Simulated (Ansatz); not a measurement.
A set of 12 reactions (ligand exchange), with CCSD(T)/CBS values in kJ/mol:

```csv
reaction,ΔE
`[CH3][Al]([OH])[SH]` + H–F → `[CH3][Al]([F])[SH]` + H₂O,-49.3
`F[SiH2][GaH2]` + CH₃NH₂ → `CN[SiH2][GaH2]` + H–F,74.1
`C=N[CH2][GeH3]` + H₂S → `[SH][GeH3]` + `C=NC`,-57.9
`C[CH](C)[Al]([OH])[OH]` + H₂Se → `[OH][Al]([OH])[SeH]` + `CCC`,-137.2
`CN[SiH](N)[SiH3]` + CH₃SH → `CS[SiH](N)[SiH3]` + CH₃NH₂,-11.6
`B[SiH](Cl)BN` + H–F → `NBF` + `B[SiH2]Cl`,-130.6
`[SiH3][O][Zn][O][SiH3]` + `O[SiH](O)S` → `O[SiH](O)S[SiH3]` + `[OH][Zn][O][SiH3]`,41.8
`[SiH3]S` + `CN[SiH](O)O` → `CN([SiH3])[SiH](O)O` + H₂S,4.8
`[SiH3][O][Zn][O][SiH3]` + `CB(O)F` → `CB(F)O[SiH3]` + `[OH][Zn][O][SiH3]`,21.8
`CO[SiH](C)[SiH3]` + H–F → `CO[SiH](F)[SiH3]` + CH₄,-150.7
`CN[SiH2]N` + `SS` → `N[SiH2]SS` + CH₃NH₂,-9.9
`[OH][Al]([F])[Cl]` + H–F → `[F][Al]([F])[Cl]` + H₂O,-42.1
```

Calculated with Ansatz (gas phase, PBE0-D4/def2-TZVP geometries, no zero-point term in ΔE). CCSD(T)/CBS is the MP2 limit (def2-TZVPP, def2-QZVPP) plus CCSD(T) − MP2 in def2-TZVPP, frozen cores. Small cases extrapolate CCSD(T) itself. Functionals use def2-TZVPP. B3LYP here is the variant with VWN-RPA as its local correlation; programs differ in this. For Ga, Ge, Se, Zn outer-core shells are correlated without core-valence functions, which leaves a few kJ/mol of doubt a bond. Scalar relativity is left out up to krypton. One conformer a species, not always the lowest.

Q: Give the mean, mean absolute and largest difference (level minus CCSD(T)/CBS, kJ/mol) for: PBE-D4, r2SCAN-D4, PBE0-D4, ωB97X-V, ωB97M-V, PBE, r2SCAN, B3LYP, HF/def2-TZVPP, SCS-MP2/def2-TZVPP, CCSD(T)/def2-TZVPP, MP2/def2-QZVPP, HF/CBS(def2), MP2/CBS(def2). (Best estimate.)

A: Computed: 
```json
{"level": "PBE-D4", "mean": "-0.5", "mean absolute": "6.7", "largest": "-19.0"}
{"level": "r2SCAN-D4", "mean": "-1.5", "mean absolute": "3.5", "largest": "6.6"}
{"level": "PBE0-D4", "mean": "-0.4", "mean absolute": "4.5", "largest": "-11.5"}
{"level": "ωB97X-V", "mean": "-0.1", "mean absolute": "3.0", "largest": "-9.0"}
{"level": "ωB97M-V", "mean": "-0.3", "mean absolute": "2.9", "largest": "-10.2"}
{"level": "PBE", "mean": "-0.3", "mean absolute": "5.4", "largest": "-15.4"}
{"level": "r2SCAN", "mean": "-1.6", "mean absolute": "4.2", "largest": "8.6"}
{"level": "B3LYP", "mean": "-0.3", "mean absolute": "7.6", "largest": "-19.0"}
{"level": "HF/def2-TZVPP", "mean": "-1.7", "mean absolute": "16.9", "largest": "-45.9"}
{"level": "SCS-MP2/def2-TZVPP", "mean": "0.0", "mean absolute": "4.1", "largest": "-12.8"}
{"level": "CCSD(T)/def2-TZVPP", "mean": "1.0", "mean absolute": "2.4", "largest": "-4.4"}
{"level": "MP2/def2-QZVPP", "mean": "-1.0", "mean absolute": "1.6", "largest": "-3.2"}
{"level": "HF/CBS(def2)", "mean": "-1.9", "mean absolute": "18.0", "largest": "-46.7"}
{"level": "MP2/CBS(def2)", "mean": "-1.3", "mean absolute": "2.1", "largest": "-4.2"}
```

The largest T1 diagnostic in the set is 0.016, for `[OH][Zn][O][SiH3]` (customary mark 0.02).

CCSD(T)/CBS is a level of theory with its own doubt, and the functionals carry their triple-zeta basis error, so these figures describe this set and don't rank the functionals.
